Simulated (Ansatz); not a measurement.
Reaction (SMILES): Br atom → [Br-] (an electron is taken up)
B3LYP-D3(BJ)/def2-TZVP geometries, fixed; electronic energies without zero-point terms; positive where energy is released.

Energies in hartree at MP2 with Ansatz (a first-principles code); the adiabatic electron affinity is their sum with the coefficients shown, times 27.2114 eV a hartree. All functions are spherical. Cores are frozen (with 3d on Ga to Br). Open shells are unrestricted. No added dispersion term, no relativity.

```csv
species,coefficient,part,aug-cc-pVDZ,aug-cc-pVTZ,aug-cc-pVQZ
Br atom,+1,Hartree-Fock,-2572.37078,-2572.44550,-2572.44809
Br atom,+1,correlation,-0.09816,-0.13626,-0.15058
[Br-],-1,Hartree-Fock,-2572.46249,-2572.53368,-2572.53603
[Br-],-1,correlation,-0.13060,-0.17478,-0.19264
```

Problem. Predict the adiabatic electron affinity in aug-cc-pV5Z (X = 5): let each Hartree-Fock step shrink by the ratio of the last two, and fit each correlation energy at X = 3 and 4 to E + A/X^3. Compare with the run.

Solution. 
- Br atom: steps -0.07472 and -0.00259, ratio 0.035, so Hartree-Fock -2572.44818 (run: -2572.44837); A = (-0.13626 - (-0.15058))/(1/27 - 1/64) = 0.6688, correlation -0.15058 - A/64 + A/125 = -0.15568 (run: -0.15729).
- [Br-]: steps -0.07119 and -0.00235, ratio 0.033, so Hartree-Fock -2572.53611 (run: -2572.53622); A = (-0.17478 - (-0.19264))/(1/27 - 1/64) = 0.8341, correlation -0.19264 - A/64 + A/125 = -0.19900 (run: -0.20081).
Predicted 3.571 eV; the run in aug-cc-pV5Z gives 3.575, a miss of -0.003. Keeping the value in aug-cc-pVQZ, 3.537, would miss by -0.037. All sums are of the energies as printed.
